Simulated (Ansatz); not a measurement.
`[OH][GaH][O][SiH3]` + `[SiH3]BS` → `[SiH3]BS[SiH3]` + `[OH][GaH][OH]`  (ligand exchange at the Si–O bond)

Program: Ansatz. Geometries: PBE0-D4/def2-TZVP. ΔE: electronic, gas phase. CCSD(T)/CBS adds triple-zeta CCSD(T) − MP2 to the extrapolated MP2 energy (def2 sets, frozen cores). Functionals use def2-TZVPP. B3LYP here is the variant with VWN-RPA as its local correlation; programs differ in this. For Ga outer-core shells are correlated without core-valence functions, which leaves a few kJ/mol of doubt a bond. Scalar relativity is left out up to krypton. Each species was taken in one conformer, which may not be the lowest.

| level | ΔE (kcal/mol) |
| --- | --- |
| B2PLYP | 13.7 |
| B3LYP | 13.7 |
| CCSD/def2-TZVPP | 14.2 |
| CCSD/CBS(def2) | 13.2 |

What does CCSD(T)/CBS give? (Estimate.)

The calculation gave: +12.4 kcal/mol. The listed levels differ from it by 1.3, 1.3, 1.8, 0.8 kcal/mol.

What do rigid-rotor, harmonic-oscillator terms from PBE0-D4/def2-TZVP frequencies (298.15 K, 1 bar) make of the CCSD(T)/CBS value? (An estimate is asked.)

Ansatz gave: ΔZPE = +0.7 kcal/mol, ΔH = +13.3 kcal/mol, ΔS = -3 J/(mol·K), ΔG = +13.5 kcal/mol.

Largest T1 diagnostic among the species: 0.015.

In def2-TZVPP, CCSD(T) changes the Hartree–Fock value by −4.4 kcal/mol (the triples alone add −0.8 kcal/mol) and MP2 by −5.2 kcal/mol. Leaving LDA and LC-ωPBE aside and taking each functional with its dispersion term where it has one, the values, not all of them listed here, spread over 6.5 kcal/mol, from revPBE-D4 to BHLYP-D4. LDA lies +0.9 kcal/mol from PBE without D4.

CCSD(T)/CBS has its own doubt, a few kJ/mol and more with outer-core shells, so smaller differences from it don't rank the levels.
